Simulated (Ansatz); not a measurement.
Sn oxide hydroxide: PBE0-D4/def2-SVP single points in Ansatz on relaxed structures, gas phase. Each cluster is the lowest isomer that a short search found in that spin, judged at the geometry's level, and lower ones may exist. Core potentials for Sn, no spin–orbit coupling. Binding counts from free atoms in the multiplicity of their measured ground term, without zero-point energy. The structures are stationary points that may keep the symmetry of their start.

```tsv
species	atoms	state	geometry	HOMO (eV)	LUMO (eV)	gap (eV)	binding per atom (eV)	point group (within 0.1 Å)
SnO3H2 (with an O–O bond)	6	singlet	PBE-D4/def2-SVP	-7.23	-1.92	5.31	3.05	–
SnO4H4 (with an O–O bond)	9	singlet	B3LYP-D4/def2-SVP	-7.41	-1.52	5.90	2.92	–
Sn2O6H4 (with 2 O–O bonds)	12	singlet	r2SCAN-D4/def2-SVP	-7.37	-1.46	5.90	3.26	–
Sn3O9H6 (with 3 O–O bonds)	18	singlet	r2SCAN-D4/def2-SVP	-6.96	-2.73	4.23	3.08	–
```

The gap (eV) runs from 4.23 (Sn3O9H6 (with 3 O–O bonds)) to 5.90 (SnO4H4 (with an O–O bond)). It doesn't follow size steadily. The binding per atom (eV) runs from 2.92 (SnO4H4 (with an O–O bond)) to 3.26 (Sn2O6H4 (with 2 O–O bonds)). It alternates from one size to the next.
